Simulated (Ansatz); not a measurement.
VH₄⁺. Total charge 1; singlet. Geometry PBE0-D4/def2-TZVP, that of the neutral doublet.

| atom | x (Å) | y (Å) | z (Å) |
| --- | --- | --- | --- |
| V1 | 0.000 | 0.000 | 0.000 |
| H2 | -0.033 | 1.632 | 0.078 |
| H3 | -1.499 | -0.407 | 0.508 |
| H4 | 1.186 | -0.661 | 0.909 |
| H5 | 0.346 | -0.564 | -1.494 |

The restricted singlet is unstable towards broken spin symmetry in Hartree–Fock (as tested in another run); at PBE-D4/def2-TZVP, r2SCAN-D4/def2-TZVP, PBE0-D4/def2-TZVP this wasn't settled.

**Question.** Estimate the orbital energies around the gap (eV) in Ansatz with PBE-D4/def2-TZVP, r2SCAN-D4/def2-TZVP, PBE0-D4/def2-TZVP.

**Answer.** 
| orbital | PBE-D4/def2-TZVP | r2SCAN-D4/def2-TZVP | PBE0-D4/def2-TZVP |
| --- | --- | --- | --- |
| HOMO−5 | -51.61 | -53.15 | -55.42 |
| HOMO−4 | -51.54 | -53.07 | -55.35 |
| HOMO−3 | -15.61 | -15.90 | -16.77 |
| HOMO−2 | -15.29 | -15.68 | -16.74 |
| HOMO−1 | -15.29 | -15.68 | -16.74 |
| HOMO | -15.13 | -15.50 | -16.55 |
| LUMO | -12.81 | -12.49 | -10.96 |
| LUMO+1 | -12.76 | -12.43 | -10.93 |
| LUMO+2 | -10.99 | -10.96 | -10.05 |
| LUMO+3 | -10.49 | -10.44 | -9.58 |
| LUMO+4 | -10.49 | -10.44 | -9.58 |
| LUMO+5 | -3.73 | -2.99 | -2.97 |
